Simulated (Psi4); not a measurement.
H12FeO6 (SMILES [OH2]->[Fe+2](<-[OH2])(<-[OH2])(<-[OH2])(<-[OH2])<-[OH2]), charge +2, quintet, geometry from GFN2-xTB (such geometries of metal compounds can be far from the true shape); Psi4 1.11 with PBE0/6-31G.

Here is a job for Psi4.
```
memory 2 GB

molecule mol {
2 5
  Fe    0.000000   -0.000000    0.000000
  O    -0.798692    1.921218   -1.090255
  H    -1.604320    1.999455   -1.612140
  H    -0.387585    2.791986   -1.106912
  O     1.858948    1.210841    0.771896
  H     1.927534    1.706370    1.594859
  H     2.708607    1.313419    0.330218
  O     1.193336   -0.600358   -1.932140
  H     1.749449   -1.377380   -2.052538
  H     1.226682   -0.119887   -2.766142
  O    -1.193336    0.600358    1.932140
  H    -1.749449    1.377380    2.052538
  H    -1.226682    0.119887    2.766142
  O    -1.858948   -1.210841   -0.771896
  H    -1.927534   -1.706370   -1.594859
  H    -2.708607   -1.313419   -0.330218
  O     0.798692   -1.921218    1.090255
  H     0.387585   -2.791986    1.106912
  H     1.604320   -1.999455    1.612140
}

set basis 6-31g
set reference uks

energy('pbe0')
print_variables()
```

The log (banner, timings and long lists left out):

```
   => Loading Basis Set <=

    Name: 6-31G
    Role: ORBITAL
    Keyword: BASIS

         ---------------------------------------------------------
                                   SCF
               by Justin Turney, Rob Parrish, Andy Simmonett
                          and Daniel G. A. Smith
                              UKS Reference
         ---------------------------------------------------------

  ==> Geometry <==

    Molecular point group: ci
    Full point group: Ci

    Geometry (in Angstrom), charge = 2, multiplicity = 5:

       Center              X                  Y                   Z               Mass
    ------------   -----------------  -----------------  -----------------  -----------------
         FE           0.000000000000     0.000000000000     0.000000000000    55.934936330000
         O           -0.798692000000     1.921218000000    -1.090255000000    15.994914619570
         H           -1.604320000000     1.999455000000    -1.612140000000     1.007825032230
         H           -0.387585000000     2.791986000000    -1.106912000000     1.007825032230
         O            1.858948000000     1.210841000000     0.771896000000    15.994914619570
         H            1.927534000000     1.706370000000     1.594859000000     1.007825032230
         H            2.708607000000     1.313419000000     0.330218000000     1.007825032230
         O            1.193336000000    -0.600358000000    -1.932140000000    15.994914619570
         H            1.749449000000    -1.377380000000    -2.052538000000     1.007825032230
         H            1.226682000000    -0.119887000000    -2.766142000000     1.007825032230
         O           -1.193336000000     0.600358000000     1.932140000000    15.994914619570
         H           -1.749449000000     1.377380000000     2.052538000000     1.007825032230
         H           -1.226682000000     0.119887000000     2.766142000000     1.007825032230
         O           -1.858948000000    -1.210841000000    -0.771896000000    15.994914619570
         H           -1.927534000000    -1.706370000000    -1.594859000000     1.007825032230
         H           -2.708607000000    -1.313419000000    -0.330218000000     1.007825032230
         O            0.798692000000    -1.921218000000     1.090255000000    15.994914619570
         H            0.387585000000    -2.791986000000     1.106912000000     1.007825032230
[...]

   @Spin Contamination Metric:   1.869157997E-03
   @S^2 Expected:                6.000000000E+00
   @S^2 Observed:                6.001869158E+00
   @S   Expected:                2.000000000E+00
   @S   Observed:                2.000000000E+00

    Orbital Energies [Eh]
    ---------------------

    Alpha Occupied:

[...]
    Alpha Virtual:

[...]
    Beta Occupied:

[...]
      19Ag    -0.514822

    Beta Virtual:

[...]
      56Ag    20.205946

    Final Occupation by Irrep:
             Ag    Au
    DOCC [    19,   21 ]
    SOCC [     4,    0 ]
    NA   [    23,   21 ]
    NB   [    19,   21 ]

  @DF-UKS Final Energy: -1720.82378298550680

   => Energetics <=

    Nuclear Repulsion Energy =            604.7631921552167569
    One-Electron Energy =               -3555.7034008581235867
    Two-Electron Energy =                1313.7824416928076516
    DFT Exchange-Correlation Energy =     -83.6660159754079444
    Empirical Dispersion Energy =           0.0000000000000000
    VV10 Nonlocal Energy =                  0.0000000000000000
    Total Energy =                      -1720.8237829855067957

  UHF NO Occupations:
  HONO-2 :   21 Ag 1.0000000
  HONO-1 :   22 Ag 1.0000000
  HONO-0 :   23 Ag 1.0000000
  LUNO+0 :   24 Ag 0.0003364
  LUNO+1 :   25 Ag 0.0002738
  LUNO+2 :   22 Au 0.0001021
  LUNO+3 :   23 Au 0.0000618

Computation Completed

Properties will be evaluated at   0.000000,   0.000000,   0.000000 [a0]

Properties computed using the SCF density matrix

 Multipole Moments:

 ------------------------------------------------------------------------------------
     Multipole            Electronic (a.u.)      Nuclear  (a.u.)        Total (a.u.)
 ------------------------------------------------------------------------------------

 L = 1.  Multiply by 2.5417464519 to convert [e a0] to [Debye]
 Dipole X            :          0.0000000            0.0000000            0.0000000
 Dipole Y            :          0.0000000           -0.0000000           -0.0000000
 Dipole Z            :          0.0000000            0.0000000            0.0000000
 Magnitude           :                                                    0.0000000

 ------------------------------------------------------------------------------------

  Variable Map:
  ----------------------------------------------------------------------------
[...]
  Array Variable Map:
  ----------------------------------------------------------------------------
[...]
[...]
```
